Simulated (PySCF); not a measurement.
## Two-component Hartree-Fock for Br(26+) (bromine, charge +26)

Start: [He] 2s2 2p5; 2p1/2 filled at m_j = -1/2, +1/2; 2p3/2 filled at m_j = -1/2, +1/2, +3/2. Calculated with PySCF 2.14 in an even-tempered Gaussian basis (18 s from 8.4 bohr⁻², ratio 2.4; 12 p from 11 bohr⁻², ratio 2.4; 5 d from 44 bohr⁻², ratio 2.6; 4 f from 66 bohr⁻², ratio 2.6): generalised Hartree-Fock with the X2C-1e Hamiltonian and a Gaussian nucleus; one run each with spin-orbit coupling (SO) switched off, then screened by Boettger's factors.

```tsv
spinor shell	electrons	ε, spin-free (eV)	ε, screened SO (eV)	weight of nominal j (screened SO)	rms radius, screened SO (bohr)
1s1/2	2	-14951.4	-14949.9	1.000	0.0491
2s1/2	2	-3080.4	-3079.9	1.000	0.199
2p1/2	2	-2891.1	-2924.8	0.986	0.173
2p3/2	3	-2891.1	-2874.5	0.991	0.177
```

| quantity | spin-free | screened SO |
| --- | --- | --- |
| E (hartree) | -2087.94695 | -2088.66816 |
| M_J | 3/2 | 3/2 |
| ⟨J²⟩ | 3.750 | 3.750 |
| ⟨L²⟩ | 2.000 | 2.001 |
| ⟨S²⟩ | 0.750 | 0.751 |

Each row is a mean over spinors that exchange with the open shell spreads, by up to 27.146 eV (2s1/2).

Without spin-orbit coupling the j labels of p, d and f shells carry no meaning; the spin-free column gives the mean over the occupied spinors of each nl shell.
